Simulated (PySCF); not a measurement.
Computed IR spectrum (relative IR intensity) of a molecule CH7GeNOSi. The structure is a stationary point at PBE-D3(BJ)/def2-SVP. Other conformers were not sampled. These are PBE-D3(BJ)/def2-SVP in PySCF values and carry that method's errors. Frequencies are harmonic and unscaled.

```csv
ν (cm⁻¹),relative intensity
47,16
90,6.5
156,14
231,5.1
312,25
335,2.2
404,3.2
469,42
545,7.2
590,51
627,5.3
652,59
677,18
720,53
729,28
824,9.7
890,21
902,38
1038,9.0
1117,9.5
1274,7.2
1429,3.3
2009,100
2152,46
2169,44
2907,35
2950,15
3727,25
```

Q: Which molecule gave these data?
A) C[Si@H]1[NH][GeH2][O]1
B) O[SiH2]/C=[N]/[GeH3]
C) [OH][Ge@@H]1[CH2]N[SiH2]1
D) [OH][Ge@@H]1[NH]C[SiH2]1

A: D, [OH][Ge@@H]1[NH]C[SiH2]1
